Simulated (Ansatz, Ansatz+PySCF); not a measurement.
```xyz
22

C     0.0000    0.7050    0.0000
C    -1.1024    1.5841    0.0000
C    -2.4770    1.2704    0.0000
C    -3.0888    0.0000    0.0000
C    -2.4770   -1.2704    0.0000
C    -1.1024   -1.5841    0.0000
C     0.0000   -0.7050    0.0000
C     1.1024    1.5841    0.0000
C     2.4770    1.2704    0.0000
C     3.0888    0.0000    0.0000
C     2.4770   -1.2704    0.0000
C     1.1024   -1.5841    0.0000
H    -0.8609    2.6419    0.0000
H    -3.1535    2.1187    0.0000
H    -4.1738    0.0000    0.0000
H    -3.1535   -2.1187    0.0000
H    -0.8609   -2.6419    0.0000
H     0.8609    2.6419    0.0000
H     3.1535    2.1187    0.0000
H     4.1738    0.0000    0.0000
H     3.1535   -2.1187    0.0000
H     0.8609   -2.6419    0.0000
```

Basis set: def2-SVP (spherical functions). Charge 0, multiplicity 3.

Computed with Ansatz (development build ahead of 0.2.0); each method stands on the lowest determinant of its kind that the runs found. Restricted functionals stand beside restricted open-shell atoms, which can lie above the unrestricted atoms usual in DFT and then raise those values.

(1) Give the atomization energy at this shape (free ground-state atoms in the same class of orbitals less the molecule, no zero-point energy) of triplet C₁₂H₁₀ by ωB97X (restricted open-shell), PBE0 (unrestricted), PBE0 (restricted open-shell), UHF, ROHF.

Results:

(1)

```json
{"method": "ωB97X (restricted open-shell)", "atomization energy": "111.34 eV"}
{"method": "PBE0 (unrestricted)", "atomization energy": "113.04 eV"}
{"method": "PBE0 (restricted open-shell)", "atomization energy": "113.54 eV"}
{"method": "UHF", "atomization energy": "82.80 eV"}
{"method": "ROHF", "atomization energy": "83.13 eV"}
```

Caution: another spin multiplicity may lie lower. Caution for UHF: the unrestricted determinant is a mixture of spin states. Caution for ROHF: an unrestricted determinant lies well below.

The shape needn't be a minimum at these levels.
